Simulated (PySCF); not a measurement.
Species: C₈H₉O (doublet state).
Structure used (GFN2-xTB), in Å, numbered top down from 1:
```
atom  x, y, z in Å
C1    -2.6458   -2.1631   -0.5636
C2    -1.8856   -1.2442   -0.4643
C3    -0.9576   -0.1462   -0.2983
C4     0.3793   -0.5757    0.1784
C5     1.5451    0.1617   -0.1804
C6     2.8459   -0.3348    0.4157
O7     1.5038    1.1414   -0.9244
C8    -1.4097    0.7935    0.8134
C9    -1.1523    2.0880    0.8019
H10   -3.3137   -2.9635   -0.6813
H11   -0.8489    0.4214   -1.2287
H12    0.4455   -1.3987    0.8729
H13    2.9728   -1.3961    0.2148
H14    3.6783    0.2197   -0.0079
H15    2.8328   -0.1903    1.4944
H16   -1.9217    0.3122    1.6350
H17   -1.4752    2.7346    1.6006
H18   -0.6016    2.5464   -0.0031
```

The hyperfine couplings belong to this conformer and change with its torsions.

As a line formula: `C#C[C@H]([CH]C(C)=O)C=C` [radical].

Theory: UKS B3LYP, pcH-1 on C H O, non-relativistic, mean-field spin-orbit, GIAO in PySCF. Geometry: GFN2-xTB, one conformer, isolated molecule. The geometry wasn't refined by DFT: couplings that depend on bond lengths, twists or pyramidal angles can differ widely from those at the functional's own minimum. Stability of the SCF solution: not tested.

Problem. Break the g tensor into its mass correction, gauge correction and orbital-Zeeman/spin–orbit terms.

Solution. 
```tsv
Δg (ppm)	1	2	3
relativistic mass correction	-190	-190	-190
gauge correction	-1	42	34
orbital Zeeman/spin–orbit	26	1700	4702
total	-165	1552	4545
```

So g = 2.00215, 2.00387, 2.00686 and g_iso = 2.00430; the tensor is rhombic: the two nearest values differ by 36 % of g3 − g1. Axes: g1 points within 9° of the C9–H17 bond and g3 points within 12° of the C5–O7 bond.

Problem. Average each term over the three axes. Which is largest in size?

Solution. The orbital-Zeeman/spin–orbit term 2143, the mass correction -190 and the gauge correction 25 ppm, for a total of 1978 ppm. The orbital-Zeeman/spin–orbit term is the largest in size. The mass correction is the same along every axis, so the anisotropy comes from the other two: their spans along these axes are 43 (gauge) and 4676 ppm (orbital Zeeman/spin–orbit).

Problem. At 9.546 GHz, how far is the centre of the isotropic spectrum from where a free electron (g = 2.002319) resonates?

Solution. B = hν/(g μB) with μB/h = 13.99624 MHz/mT gives 340.63 mT for the free electron and 340.29 mT at g_iso, 0.34 mT lower.

Problem. In a frozen sample, at which fields do the three g values resonate at 9.5, 34, 94 and 263 GHz (hyperfine left aside), and which band first spreads them over more than twice a line width of 0.5 mT?

Solution. 
| band | GHz | B(g3) mT | B(g2) mT | B(g1) mT | spread mT |
| --- | --- | --- | --- | --- | --- |
| X | 9.5 | 338.22 | 338.72 | 339.01 | 0.80 |
| Q | 34.0 | 1210.46 | 1212.26 | 1213.30 | 2.85 |
| W | 94.0 | 3346.56 | 3351.56 | 3354.43 | 7.87 |
| J | 263.0 | 9363.24 | 9377.22 | 9385.27 | 22.03 |

The spread grows in proportion to the frequency. Q band is the first where it exceeds 1.0 mT.

The largest Mulliken spin populations are on C4 (+0.81), O7 (+0.26), C9 (+0.10) and C5 (-0.09). The angles at C4 add up to 359.8°, so it is planar; its axial dipolar tensor and the negative coupling of its proton fit spin in a p orbital normal to that plane.

The HOMO–LUMO gaps are 6.15 eV among the α and 3.48 eV among the β orbitals.

The run took 1.8 min (grids of density and orbitals included) on Arm Neoverse V1, one thread, shared host with 32 logical CPUs at a one-minute load of 11, and the process peaked at 1.1 GiB of memory.
